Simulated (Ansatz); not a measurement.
(MgSe)2 ring (Mg2Se2). The state is a singlet with charge 0. Geometry PBE0-D4/def2-SVP; atoms count from 1.

```
atom   x (Å)   y (Å)   z (Å)
 Mg1  -1.247   0.147  -0.517
 Se2  -0.339   1.576   1.266
 Mg3   1.247  -0.148   0.518
 Se4   0.340  -1.575  -1.267
```

Q: Estimate the Mulliken populations from the PBE0/def2-TZVP orbitals of Ansatz.

A: 
```json
{"atom": "Mg1", "charge (e)": "0.71"}
{"atom": "Se2", "charge (e)": "-0.71"}
{"atom": "Mg3", "charge (e)": "0.71"}
{"atom": "Se4", "charge (e)": "-0.71"}
```
Mulliken values depend strongly on the basis.

Q: And the Mayer bond orders between heavy atoms (over 0.3)?

A: Mg1–Se2 0.93 (2.46 Å); Mg1–Se4 0.93 (2.46 Å); Se2–Mg3 0.93 (2.46 Å); Mg3–Se4 0.93 (2.46 Å).
